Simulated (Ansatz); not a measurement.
Cartesian coordinates in Å:
```
C 1.508 -0.100 -0.119
N 0.046 -0.069 -0.043
Si -0.641 -0.465 1.499
Si -0.839 0.505 -1.382
F -0.827 2.105 -1.492
H 1.963 0.746 0.408
H 1.900 -1.024 0.319
H 1.841 -0.065 -1.159
H -0.228 -1.840 1.892
H -2.117 -0.378 1.387
H -0.159 0.466 2.557
H -2.251 0.095 -1.240
H -0.196 0.023 -2.627
```

Charge 0, multiplicity 1.

Question: List the B3LYP/def2-TZVPP orbital energies in eV (Ansatz 0.2.0). (An estimate is asked.)

Answer: Ansatz gave: Occupied: -1799.90, -1799.26, -671.19, -389.43, -277.96, -144.30, -143.77, -99.66, -99.61, -99.59, -99.10, -99.08, -99.07, -32.14, -24.21, -18.61, -15.62, -14.46, -12.98, -12.54, -12.38, -11.94, -11.78, -11.01, -9.73, -9.71, -9.63, -9.14, -7.36. Lowest empty: 0.01, 0.54, 0.90, 1.22, 1.38, 1.53, 1.88, 2.23.

B3LYP here is the variant with VWN-RPA as its local correlation; programs differ in this.
